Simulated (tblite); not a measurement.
CH11ClSi4.
SMILES with atom numbers: `[SiH3:1][CH2:2][Si:3]([SiH3:4])([SiH3:5])[Cl:6]` (hydrogens: H7, H8, H9 on Si1; H10, H11 on C2; H12, H13, H14 on Si4; H15, H16, H17 on Si5)

Structure optimised with GFN2-xTB, isolated species.

Entries marked ? are missing. Bonds in one row agree within 0.01 Å.

```csv
coordinate,value
Si1–C2,?
C2–Si3,?
"Si3–Si4, Si3–Si5",?
Si3–Cl6,2.086 Å
"Si1–H7, Si1–H8, Si1–H9",1.465 Å
"C2–H10, C2–H11",1.092 Å
Si4–H12 and 5 like bonds,1.466 Å
Si1–C2–Si3,?
C2–Si3–Si4,110.2°
C2–Si3–Cl6,?
Si4–Si3–Si5,119.0°
Si4–Si3–Cl6,?
```

Estimate the withheld lengths and angles.

- Si1–C2 = 1.899 Å, drawn single (SiH3 silicon to sp3 carbon bound to silicon); 0.03 Å above the sum of covalent radii, 1.87 Å.
- C2–Si3 = 1.921 Å, drawn single (sp3 carbon bound to silicon to chlorine-bound silicon); 0.05 Å above the sum of covalent radii, 1.87 Å.
- Si3–Si4, Si3–Si5 = 2.334 Å, drawn single (chlorine-bound silicon to SiH3 silicon); 0.11 Å above the sum of covalent radii, 2.22 Å.
- Si1–C2–Si3 = 116.6°, at the sp3 carbon bound to silicon; the outer atoms are 3.250 Å apart.
- C2–Si3–Cl6 = 103.5°, at the chlorine-bound silicon; the outer atoms are 3.148 Å apart.
- Si4–Si3–Cl6 = 106.3°, at the chlorine-bound silicon; the outer atoms are 3.540 Å apart.

Radii are Cordero's, carbon taken as 0.76, 0.73 or 0.69 Å for four, three, and two or fewer neighbours.

Its GFN2-xTB frequencies are all real (lowest 25 cm⁻¹). The numbers are those of one conformer (Si1–C2–Si3–Si4 -67°). 2 starts were optimised and ended at 0.00 and 0.20 kcal/mol (GFN2-xTB); the lowest of these is shown.

The numbers are calculated, not measured.
